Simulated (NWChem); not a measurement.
# Excited singlets of thiourea (CH4N2S) by symmetry

SMILES: NC(N)=S
```xyz
8

N     -1.0965    -0.3516    -1.0488
C      0.0000     0.0000    -0.3153
N      1.0965     0.3516    -1.0488
S      0.0000     0.0000     1.3534
H     -1.1896    -0.0546    -2.0147
H     -1.9524    -0.4855    -0.5252
H      1.1896     0.0546    -2.0147
H      1.9524     0.4855    -0.5252
```
Charge 0, spin multiplicity 1.

The numbers come from NWChem runs, not from measurements. Structure: optimised with B3LYP/def2-SVP, a minimum by its harmonic frequencies. It is one conformer; others weren't searched.

Basis set: 6-31+G*. Symmetry labels belong to the abelian group C2 used in the runs, with the axes of the coordinates shown. Entries are the lowest vertical excitation energy of each symmetry in eV (for CIS and TDDFT among the lowest few roots); a state of one symmetry need not have the same character in every method. Symmetries that some method's roots don't reach, or where a double excitation leads the EOM-CCSD root, are left out.

The correlated methods keep 8 core orbitals frozen. B3LYP has NWChem's definition, with VWN1-RPA local correlation. The Pople sets run with spherical d functions. Coupled-cluster values serve here as a point of comparison, not as the truth.

| method | a | b |
|---|---|---|
| CIS | 5.23 | 6.22 |
| TD-PBE | 3.83 | 4.01 |
| TD-B3LYP | 4.01 | 4.54 |
| TD-LDA (SVWN5) | 3.80 | 4.10 |
| EOM-CCSD | 4.23 | 5.17 |
